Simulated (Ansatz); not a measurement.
`C1[NH][SnH2][SiH2]1` at its PBE0-D4/def2-TZVP geometry, where that method's forces vanish. Total charge 0; spin multiplicity 1. Sn: def2 effective core potential.

```xyz
11

C    -0.4271   -0.3305   -1.1253
N    -0.0694   -1.2625   -0.0510
Sn    0.3186   -0.1198    1.6120
Si    0.3629    1.2945   -0.5079
H    -0.0337   -0.6525   -2.0982
H    -1.5092   -0.1731   -1.2521
H    -0.5880   -2.1296   -0.0593
H    -0.9771   -0.0119    2.7379
H     1.6849   -0.7045    2.4591
H     1.7126    1.5737   -1.0667
H    -0.4746    2.5162   -0.6484
```

Question: What forces (eV/Å) does ωB97M-V/def2-TZVPP give on these atoms in Ansatz 0.2.0? (Estimate.)

Answer: Computed: 
```
C1  -0.068  0.195 -0.283
N2  -0.013 -0.184  0.213
Sn3  0.023  0.029  0.051
Si4  0.035  0.047 -0.001
H5  -0.044  0.032  0.086
H6   0.091 -0.030  0.019
H7   0.041  0.050 -0.015
H8   0.093 -0.014 -0.092
H9  -0.099  0.047 -0.062
H10 -0.156 -0.031  0.065
H11  0.098 -0.141  0.018
```
